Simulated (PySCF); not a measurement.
PySCF job for 1,3-dibromopropa-1,2-diene (C3H2Br2), SMILES C(Br)=C=CBr, PBE0/pcSseg-1. Geometry: B3LYP-D3(BJ)/def2-SVP.

```python
import numpy as np
from pyscf import gto, scf, dft
from pyscf.prop.nmr import rks as nmr

mol = gto.M(
    atom='''
    Br   -2.59343604   -0.06495127    0.26793131
    C    -1.18782764    0.54075661   -0.87211809
    C     0.00000000   -0.00000000   -0.87797469
    C     1.18782763   -0.54075661   -0.87211809
    Br    2.59343604    0.06495127    0.26793131
    H    -1.48242299    1.37726548   -1.51096341
    H     1.48242299   -1.37726548   -1.51096342
    ''',
    basis='pcSseg-1',
    charge=0,
    spin=0,
    max_memory=1600,
    verbose=3,
)
mf = dft.RKS(mol, xc='pbe0')
mf.grids.level = 3
mf.conv_tol = 1e-10
mf.max_cycle = 100
mf.kernel()
n = nmr.NMR(mf)
n.verbose = 2
n.max_cycle_cphf = 60
sigma = n.kernel()
print('atom   isotropic/ppm   span/ppm')
for i, s in enumerate(sigma):
    w = np.linalg.eigvalsh((s + s.T) / 2)
    print(f'{mol.atom_symbol(i):2s}{i + 1:3d} {w.mean():14.3f} {w[2] - w[0]:11.3f}')
```

Program output:

```
converged SCF energy = -5262.45954527471
atom   isotropic/ppm   span/ppm
Br  1       2026.861    1144.843
C   2         77.865     136.803
C   3        -34.377      53.262
C   4         77.865     136.803
Br  5       2026.861    1144.843
H   6         24.657      10.978
H   7         24.657      10.978
```

Self-consistency was reached.

Cost: very roughly 40 core-seconds.
